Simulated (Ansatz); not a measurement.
`[SiH3][SiH2][O][GeH3]` + HCl → `Cl[SiH2][O][GeH3]` + SiH₄  (cleavage of the Si–Si bond)

Program: Ansatz. Geometries: PBE0-D4/def2-TZVP. ΔE: electronic, gas phase. CBS: MP2 limit from def2 TZ/QZ plus the TZ coupled-cluster correction, frozen cores. This one scheme is used for every species. Functionals use def2-TZVPP. For Ge outer-core shells are correlated without core-valence functions, which leaves a few kJ/mol of doubt a bond. Scalar relativity is left out up to krypton. One conformer a species, not always the lowest.

```csv
species,r2SCAN0 energy (Eh)
`[SiH3][SiH2][O][GeH3]`,-2735.97820
HCl,-460.78275
`Cl[SiH2][O][GeH3]`,-2904.95603
SiH₄,-291.85162
```

Question: Work out ΔE.

Answer: ΔE = (-2904.95603) + (-291.85162) − (-2735.97820) − (-460.78275) = -0.04670 Eh = -122.6 kJ/mol. CCSD(T)/CBS gives -121.0 kJ/mol.

Question: What do rigid-rotor, harmonic-oscillator terms from PBE0-D4/def2-TZVP frequencies (298.15 K, 1 bar) make of the CCSD(T)/CBS value? (An estimate is asked.)

Answer: Ansatz gave: ΔZPE = +4.7 kJ/mol, ΔH = -119.1 kJ/mol, ΔS = -19 J/(mol·K), ΔG = -113.4 kJ/mol. Modes under 50 cm⁻¹ make the entropy rough.

Largest T1 diagnostic among the species: 0.013.

From PBE to PBE0 (25 % exact exchange), in def2-TZVPP and without D4, ΔE moves by −6.0 kJ/mol. Leaving LDA and LC-ωPBE aside and taking each functional with its dispersion term where it has one, the values, not all of them listed here, spread over 22.6 kJ/mol, from ωB97M-V to PBE-D4.
